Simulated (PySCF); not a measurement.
# One molecule, several mistakes: B2FH5N anion

Calculated results; nothing here was measured. The program is PySCF 2.14.0, an open-source quantum chemistry code, run on an isolated molecule that a program drew, which may never have been made. The molecule is B2FH5N anion (charge -1, singlet), drawn as the SMILES string `NB[BH2-]F`.

Each row is a Hartree-Fock (HF) and frozen-core CCSD(T) single point in the aug-cc-pVDZ basis, meant for a local HF minimum. Run 1 is clean. Each other run has one planted mistake out of seven kinds, and not every kind appears here: one electron removed, one electron added, multiplicity raised by two, geometry at a saddle point, minimal basis STO-3G, one bond length entered in bohr, all coordinates scaled. The reference is restricted for singlets and unrestricted otherwise, and also for a bond in bohr. Adding or removing an electron swaps singlet and doublet. Electrons count all cores. HOMO and LUMO are orbital energies over both spins, the gradient is its largest component, and the lowest frequency (negative if imaginary) is given only where the gradient is small. Bond lengths are over the 8 bonds as drawn. T1 is the CCSD diagnostic: over 0.02 (restricted) or 0.045 (unrestricted) a single reference is doubtful.

Geometry of the clean run:
```xyz
9
B2FH5N anion, angstrom
N     0.8187   -0.9857   -1.6260
B     1.0957    0.0827   -0.7222
B     1.3293   -0.1841    0.9801
F     1.1250    1.0374    1.7946
H     0.7008   -1.9206   -1.2995
H     0.7483   -0.8889   -2.6145
H     1.1946    1.1614   -1.3039
H     0.5619   -1.0834    1.4082
H     2.5107   -0.5843    1.1489
```

| run | electrons | basis functions | <S^2> | HOMO (eV) | LUMO (eV) | gradient (hartree/bohr) | lowest frequency (cm^-1) | mean bond (Å) | longest bond (Å) | T1 | HF (hartree) | CCSD(T) (hartree) | mistake |
|---|---|---|---|---|---|---|---|---|---|---|---|---|---|
| 1 | 32 | 137 | 0.000 | -4.19 | 3.55 | 9.2e-06 | 57 | 1.2983 | 1.739 | 0.0144 | -206.25643 | -206.91053 | no fault |
| 2 | 32 | 137 | 0.613 | -1.37 | 3.32 | 3.7e-02 | - | 1.4917 | 3.286 | 0.0560 | -206.14974 | -206.80224 | one bond length entered in bohr |
| 3 | 32 | 137 | 0.000 | -4.65 | 3.51 | 6.9e-02 | - | 1.4164 | 1.897 | 0.0164 | -206.20603 | -206.87490 | all coordinates scaled |
| 4 | 32 | 137 | 2.012 | 0.51 | 1.98 | 1.3e-01 | - | 1.2983 | 1.739 | 0.0294 | -206.13770 | -206.77669 | ? |
| 5 | 31 | 137 | 0.762 | -11.53 | -1.16 | 1.3e-01 | - | 1.2983 | 1.739 | 0.0230 | -206.15925 | -206.79020 | ? |

**Which mistake was planted in run 4, and what did it cost?**

Electrons, basis and geometry are unchanged, and <S^2> is 2.012, beside S(S+1) = 2.00 for a multiplicity of 3. So the mistake is: multiplicity raised by two. Subtracting run 1 and multiplying by 627.51 kcal/mol a hartree, the energy moved by 74.5 kcal/mol in HF and 84.0 kcal/mol in CCSD(T).

**Which mistake was planted in run 5, and what did it cost?**

It counts 31 electrons, one fewer than the clean run, at the same geometry and basis. So the mistake is: one electron removed. Subtracting run 1 and multiplying by 627.51 kcal/mol a hartree, the energy moved by 61.0 kcal/mol in HF and 75.5 kcal/mol in CCSD(T).

Cautions from the logs. Run 2: T1 is over the limit, so its CCSD(T) energy is less reliable; run 4: the HOMO is above zero, so the electron isn't bound and the energy depends on the basis.
